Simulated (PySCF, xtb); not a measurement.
Se(iPr)(NH2) (C3H9NSe), SMILES CC([Se]N)C. Other conformers were not sampled.

Harmonic wavenumbers (cm⁻¹) from GFN2-xTB (xtb) at its own minimum, in rising order: 41, 153, 200, 218, 249, 263, 283, 401, 517, 556, 774, 920, 925, 939, 975, 1034, 1139, 1158, 1214, 1297, 1406, 1416, 1466, 1485, 1486, 1494, 1497, 2894, 3003, 3011, 3013, 3023, 3029, 3030, 3334, 3370.

Q: What does PBE-D3(BJ)/def2-SVP in PySCF 2.14.0 give at its own minimum? (The exact figures need the calculation; the answer reports its results.)

A: 61, 170, 225, 250, 266, 299, 358, 402, 526, 545, 764, 871, 897, 928, 991, 998, 1109, 1130, 1181, 1292, 1334, 1343, 1403, 1409, 1417, 1428, 1506, 2954, 2960, 2984, 3036, 3044, 3055, 3057, 3403, 3511. Paired by order, the mean absolute difference is 38 cm⁻¹ and the zero-point energies are 73.2 and 73.1 kcal/mol.
